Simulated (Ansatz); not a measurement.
Geometry optimisation, RHF/def2-SVP (Ansatz 0.2.0).

The input (input.yaml):

```yaml
crystal:
  periodic: [false, false, false]
  atoms:
    - { symbol: W, position_ang: [-0.310465, -0.142584, -0.372294] }
    - { symbol: F, position_ang: [0.049792, -0.256579, 2.651831] }
    - { symbol: Cl, position_ang: [2.782063, -0.439194, 0.701757] }
    - { symbol: H, position_ang: [0.187855, 1.460193, -0.549321] }
    - { symbol: F, position_ang: [-1.785271, 0.333026, 0.598953] }
    - { symbol: F, position_ang: [-0.663236, -2.416391, -0.115479] }
    - { symbol: F, position_ang: [0.175085, -0.535096, -2.102141] }
    - { symbol: O, position_ang: [1.24673, -1.053533, 0.439633] }
    - { symbol: Al, position_ang: [0.867135, -2.982302, 0.522763] }
    - { symbol: H, position_ang: [1.740132, -3.756345, -0.522932] }
    - { symbol: H, position_ang: [0.839644, -3.27177, 2.071914] }
    - { symbol: H, position_ang: [0.749235, -0.836426, 2.592717] }
basis:
  gaussian: { orbitals: def2-SVP }
hamiltonian:
  xc: hf
relax:
  f_tol: 0.03
  max_steps: 50
output:
  orbitals: {}
```

Run as:

```bash
$ ansatz run input.yaml --threads 4 --pin off --max-ram 5120MiB --backend cpu --events-out ev --progress --plain --runs-dir out
```

Question: Where does it end, and by what steps?

Answer: The forces met the threshold. After 13 steps the energy has fallen by 0.163 eV; H12 moved furthest, 0.62 Å.

```tsv
step	energy less start (eV)	largest force component (eV/Å)	accepted
0	0.0000	0.983	yes
1	-0.0634	1.407	yes
2	-0.0833	1.411	yes
3	-0.0296	1.730	no
4	-0.1374	0.272	yes
5	-0.1440	0.267	yes
6	-0.1537	0.072	yes
7	-0.1422	1.219	no
8	-0.1568	0.418	yes
9	-0.1606	0.257	yes
10	-0.1606	0.231	yes
11	-0.1613	0.271	yes
12	-0.1627	0.126	yes
13	-0.1630	0.016	yes
```

```xyz
12
Properties=species:S:1:pos:R:3
W -0.287 -0.097 -0.396
F 0.066 -0.384 2.558
Cl 2.922 -0.439 0.467
H 0.167 1.515 -0.601
F -1.700 0.383 0.660
F -0.618 -2.360 -0.058
F 0.040 -0.449 -2.169
O 1.398 -1.064 0.225
Al 0.936 -2.902 0.561
H 1.718 -3.889 -0.371
H 0.898 -3.029 2.142
H 0.339 -1.181 2.899
```

Whether the end is a true minimum wasn't checked by a vibrational analysis.

Run time: 50 s on 4 threads of Arm Neoverse V2, on a shared host, peak memory 0.52 GiB.
